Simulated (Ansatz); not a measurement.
`[SiH3][CH2][SbH2]` → `[CH2]` (triplet) + `[SiH3][SbH2]` at 600 K and 1 bar (formal loss of a carbene).

Computed with Ansatz on PBE0-D4/def2-TZVP structures; ΔE is electronic, products minus reactants. CCSD(T)/CBS is the MP2 limit (def2-TZVPP, def2-QZVPP) plus CCSD(T) − MP2 in def2-TZVPP, frozen cores. This one scheme is used for every species. Triplets are unrestricted, without spin–orbit coupling. def2 core potentials past Kr. For Sb outer-core shells are correlated without core-valence functions, which leaves a few kJ/mol of doubt a bond.

```tsv
species	CCSD(T)/CBS energy (Eh)	H − E (kJ/mol)	S (J/(mol·K))
`[SiH3][CH2][SbH2]`	-571.33795	228.5	431.8
`[CH2]` (triplet)	-39.09499	66.5	220.8
`[SiH3][SbH2]`	-532.08095	144.0	371.2
```

H − E and S are ideal-gas, rigid-rotor, harmonic terms from PBE0-D4/def2-TZVP, with the whole ground term of open shells counted as degenerate. 1 Eh = 2625.50 kJ/mol, R = 8.31446 J/(mol·K).

By hand: ΔE, ΔH, ΔS and ΔG.

ΔE = (-39.09499) + (-532.08095) − (-571.33795) = 0.16201 Eh = 425.4 kJ/mol. Δ(H − E) = 66.5 + 144.0 − 228.5 = -18.0, so ΔH = 407.4 kJ/mol. ΔS = 220.8 + 371.2 − 431.8 = 160.2 J/(mol·K). ΔG = 407.4 − 600 × (160.2)/1000 = 311.3 kJ/mol.

By hand: the equilibrium constant, and the temperature at which ΔG would vanish if ΔH and ΔS stayed fixed.

log₁₀ K = −ΔG/(RT ln 10) = -27.1. ΔG = 0 at ΔH/ΔS = 2543 K, far beyond where these terms or the molecules hold.

The number of gas molecules changes by +1, which sets the sign of ΔS. A doubt of 5 kJ/mol in ΔE shifts log₁₀ K by 0.4 here. Modes under 60 cm⁻¹, often nearly free rotors, make the harmonic entropy too high. A triplet takes part, so the spin changes. These are equilibria of isolated gas molecules and say nothing of rates. Largest T1 diagnostic: 0.014 (customary marks: 0.02 for closed shells, 0.045 for open ones).
